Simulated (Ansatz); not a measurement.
`BB(CF)[SiH2]O`. Total charge 0; spin multiplicity 1.

```xyz
13

B    -0.913   -1.583   -1.105
B    -0.443   -0.307   -0.209
C    -1.406    0.678    0.510
F    -2.765    0.415    0.352
Si    1.521    0.095    0.035
O     1.641    1.441    0.994
H    -1.054   -2.673   -0.625
H    -1.088   -1.494   -2.288
H    -1.218    1.705    0.165
H    -1.188    0.695    1.588
H     2.221   -1.064    0.663
H     2.176    0.330   -1.286
H     2.517    1.765    1.206
```

(1) Give the diagnostics of a CCSD(T)/def2-TZVPP run (frozen core, Ansatz). (Best estimate.)

Answers

(1) Ansatz gave: T1 = 0.0130, largest single amplitude 0.019, largest double 0.026, (T) share of the correlation energy 3.3 %, 10 CCSD cycles. The RHF solution is stable towards an unrestricted one. T1 lies under the customary mark of 0.02 for closed shells.
